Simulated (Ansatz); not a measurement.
Start from `C[O][AlH][GeH3]` and change one atom or group to get `C[O][AlH][SiH2]S`.

Ansatz, PBE0-D4/def2-TZVP geometries, multiplicity 1. Each molecule was computed in one conformer, which needn't be the lowest.

Scalar relativity is left out up to krypton.

```
                               property  `C[O][AlH][GeH3]`
  HOMO energy (ωB97M-V/def2-TZVPP) / eV              -9.48
    HOMO energy (B3LYP/def2-TZVPP) / eV              -7.24
      LUMO energy (PBE/def2-TZVPP) / eV              -2.10
HOMO–LUMO gap (ωB97M-V/def2-TZVPP) / eV               9.75
  HOMO–LUMO gap (B3LYP/def2-TZVPP) / eV               5.69
      HOMO energy (PBE/def2-TZVPP) / eV              -6.26
```

What does the change do to each property? (Estimate.)

Ansatz gave: 
| property | `C[O][AlH][SiH2]S` | shift |
| --- | --- | --- |
| HOMO energy (ωB97M-V/def2-TZVPP) / eV | -9.36 | 0.12 |
| HOMO energy (B3LYP/def2-TZVPP) / eV | -6.92 | 0.32 |
| LUMO energy (PBE/def2-TZVPP) / eV | -2.28 | -0.18 |
| HOMO–LUMO gap (ωB97M-V/def2-TZVPP) / eV | 9.46 | -0.29 |
| HOMO–LUMO gap (B3LYP/def2-TZVPP) / eV | 5.20 | -0.49 |
| HOMO energy (PBE/def2-TZVPP) / eV | -5.97 | 0.29 |

With PBE0 the HOMO rises by 0.25 eV and the LUMO falls by 0.18 eV, so the gap narrows by about 0.43 eV. PBE moves the HOMO by 0.29 eV and ωB97M-V by 0.12 eV.

B3LYP here is the variant with VWN-RPA as its local correlation; programs differ in this.
